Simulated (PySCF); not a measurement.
# What a mistake does to a calculation on H5NOSi2

All numbers below are calculated, not measured. The program is PySCF 2.14.0, an open-source quantum chemistry code, run on an isolated molecule that a program drew, which may never have been made. The molecule is H5NOSi2 (charge 0, singlet), drawn as the SMILES string `O=[SiH]N[SiH3]`.

Each row is a Hartree-Fock (HF) and frozen-core CCSD(T) single point in the cc-pV(D+d)Z basis, meant for a local HF minimum. Run 1 is clean. Each other run has one planted mistake out of seven kinds, and not every kind appears here: one electron removed, one electron added, multiplicity raised by two, geometry at a saddle point, minimal basis STO-3G, one bond length entered in bohr, all coordinates scaled. The reference is restricted for singlets and unrestricted otherwise, and also for a bond in bohr. Adding or removing an electron swaps singlet and doublet. Electrons count all cores. HOMO and LUMO are orbital energies over both spins, the gradient is its largest component, and the lowest frequency (negative if imaginary) is given only where the gradient is small. Bond lengths are over the 8 bonds as drawn. T1 is the CCSD diagnostic: over 0.02 (restricted) or 0.045 (unrestricted) a single reference is doubtful.

Geometry of the clean run:
```xyz
9
H5NOSi2, angstrom
O    -1.2191   -0.0629   -1.0557
Si   -0.7355   -0.7410    0.1872
N     0.3510   -0.0720    1.2780
Si    1.1243    1.5109    1.1951
H    -1.1240   -2.0793    0.6503
H     0.5946   -0.6341    2.0755
H     1.9509    1.6286   -0.0202
H     1.9823    1.6015    2.3961
H     0.1183    2.5886    1.2167
```

| run | electrons | basis functions | <S^2> | HOMO (eV) | LUMO (eV) | gradient (hartree/bohr) | lowest frequency (cm^-1) | mean bond (Å) | longest bond (Å) | T1 | HF (hartree) | CCSD(T) (hartree) | mistake |
|---|---|---|---|---|---|---|---|---|---|---|---|---|---|
| 1 | 48 | 99 | 0.000 | -11.46 | 2.82 | 4.2e-06 | 52 | 1.4800 | 1.764 | 0.0176 | -710.15495 | -710.75848 | no fault |
| 2 | 49 | 99 | 0.767 | 1.50 | 7.81 | 6.1e-02 | - | 1.4800 | 1.764 | 0.0199 | -710.07468 | -710.68835 | one electron added |
| 3 | 47 | 99 | 0.756 | -16.76 | -6.44 | 1.6e-01 | - | 1.4800 | 1.764 | 0.0201 | -709.83495 | -710.38366 | one electron removed |
| 4 | 48 | 99 | 0.000 | -11.79 | 3.20 | 1.1e-01 | - | 1.4031 | 1.672 | 0.0153 | -710.12270 | -710.71395 | all coordinates scaled |
| 5 | 48 | 33 | 0.000 | -6.75 | 8.43 | 4.3e-02 | - | 1.4800 | 1.764 | 0.0199 | -701.65898 | -701.90348 | ? |

**Which mistake was planted in run 5, and what did it cost?**

It has 33 basis functions where the clean run has 99, with the same electrons and geometry. So the mistake is: minimal basis STO-3G. Subtracting run 1 and multiplying by 627.51 kcal/mol a hartree, the energy moved by 5331.3 kcal/mol in HF and 5556.6 kcal/mol in CCSD(T).

Cautions from the logs. Run 2: the HOMO is above zero, so the electron isn't bound and the energy depends on the basis.
